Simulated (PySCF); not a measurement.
Excitations are Tamm–Dancoff values on a coarser integration grid. The basis has no diffuse functions, so Rydberg states are missing or too high.

Cartesian coordinates (Å):
```xyz
12

B      2.0264     0.0649    -0.0448
C      0.7075     0.8465     0.0495
C     -0.5212     0.3002     0.0962
C     -0.8729    -1.1531     0.0676
C     -1.6593     1.1773     0.1847
N     -2.5825     1.8527     0.2547
H      2.0500    -1.1230    -0.0886
H      3.0571     0.6579    -0.0756
H      0.7392     1.9305     0.0834
H      0.0122    -1.7751    -0.0030
H     -1.5279    -1.3605    -0.7802
H     -1.4287    -1.4183     0.9684
```
Charge 0, multiplicity 1.

Problem. What is the computed HOMO–LUMO gap, total energy, brightest of the four lowest singlets (TDA), S1 excitation (TDA) and dipole moment (PySCF with CAM-B3LYP-D3(BJ)/def2-TZVP)?

Solution. 
| Quantity | Value |
|---|---|
| HOMO–LUMO gap | 7.81 eV |
| total energy | -235.5416 Ha |
| brightest of the four lowest singlets (TDA) | 5.49 eV |
| S1 excitation (TDA) | 5.16 eV |
| dipole moment | 2.93 D |
